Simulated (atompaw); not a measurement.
## Al (Z = 13): one change to a PAW (atompaw) potential, before and after

| Item | Value |
| --- | --- |
| Element | Al (Z = 13) |
| Generator | atompaw 4.2.0.5 |
| Type | PAW |
| Functional | LDA (PW92) |
| Relativity | non-relativistic |
| Frozen core | [Ne] |
| Valence charge | 3 |
| Reference configuration | 3s2 3p1 |
| Partial waves | 3s (bound): rc 2.15 bohr; 3s channel at 1.25 Ry: rc 2.15 bohr; 3p (bound): rc 2.15 bohr; 3p channel at 3.2 Ry: rc 2.15 bohr |
| Local potential | troulliermartins scheme with l = 2 at 0 Ry, radius 1.50 bohr |
| Core correction | smooth core density matched at 1.50 bohr |
| Augmentation charge | sinc compensation charge, radius 2.05 bohr; PAW radius 2.15 bohr; waves and projectors: custom rrkj gramschmidtortho |

Change: local potential troulliermartins scheme with l = 2 at 0 Ry, radius 1.12 bohr.

Cutoffs: the cutoffs (Ry, on a coarse ladder) from which the occupation-weighted sum of valence levels, in a spherical-Bessel basis at the reference potential, stays within 10 and 1 mRy of its value at 400 Ry; they do not see the model core or the augmentation charge, which bear on the density cutoff.

What does the change do?

Both files are so soft that the ladder of cutoffs tells neither apart; a bound ghost appears in s, which as a rule spoils a file; the range in which the s phases agree widens (upper end 3.3 → at the end of the scan). A state that the projectors do not describe sees the local part alone, so a deeper or shallower local part can create or remove a ghost.

| quantity | base | changed |
| --- | --- | --- |
| cutoff, loose | 6 Ry | 6 Ry |
| cutoff, tight | 8 Ry | 8 Ry |
| bound ghosts | none | s |
| s: phases at 2.16 bohr within 0.05 rad from the reference energy up to (Ry; the scan ends near 5) | 3.3 | to the end of the scan |
| p: phases at 2.16 bohr within 0.05 rad from the reference energy up to (Ry; the scan ends near 5) | to the end of the scan | to the end of the scan |
| lowest overlap eigenvalue by channel | s 0.34, p 0.66 | s 0.23, p 0.60 |

 A true bound ghost makes a file unfit for plane-wave use even where its test errors are small: the radial tests pick states by their node count and pass the ghost by. The cutoffs see the waves, projectors and local potential, not the compensation charge or the core.
